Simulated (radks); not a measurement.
The numbers below are computed, except where a source is named.
Task: Excited configurations of the rubidium ion Rb+: one electron is placed in a higher orbital outside [Ar] 3d10 4s2 4p5. The ground configuration is [Kr]. Code: a radial shooting solver on a logarithmic mesh with Libxc functionals. Model: scalar-relativistic Kohn-Sham, PBEsol, spin-polarised, spherical densities, finite nucleus; open shells are filled with parallel spins first (spin-orbit coupling, left out, can overturn this in heavy ions); Fermi nuclear charge, rms radius 4.2036 fm. Excitation = E - E(ground); binding = E(ion) - E, where the ion is the core of charge +2; n* = 2/sqrt(2 binding) in atomic units, and the quantum defect is n - n*.

outer orbital  excitation (eV)  binding (eV)     n*  quantum defect  eigenvalue (eV)  <r> (bohr)
5p                      19.392         7.969  2.613           2.387           -6.168       4.919
5f                      24.936         2.425  4.738           0.262           -1.852       14.51
6s                      21.995         5.366  3.185           2.815           -4.286       7.983
6f                      25.620         1.741  5.591           0.409           -1.369       21.78
7p                      24.627         2.734  4.461           2.539           -2.206       15.29
7d                      25.365         1.996  5.221           1.779           -1.603       20.24

Estimate the row for 4d.

Result: excitation (eV) 18.129; binding (eV) 9.232; n* 2.428; quantum defect 1.572; eigenvalue (eV) -5.799; <r> (bohr) 3.075. The Delta-SCF ionisation energy is 27.361 eV (NIST Atomic Spectra Database: 27.290 eV, measured). Self-interaction in the functional shifts the binding energies and quantum defects, so they are the method's values and not measured ones. Open shells are spherical and high-spin; term and fine-structure splittings are not resolved.
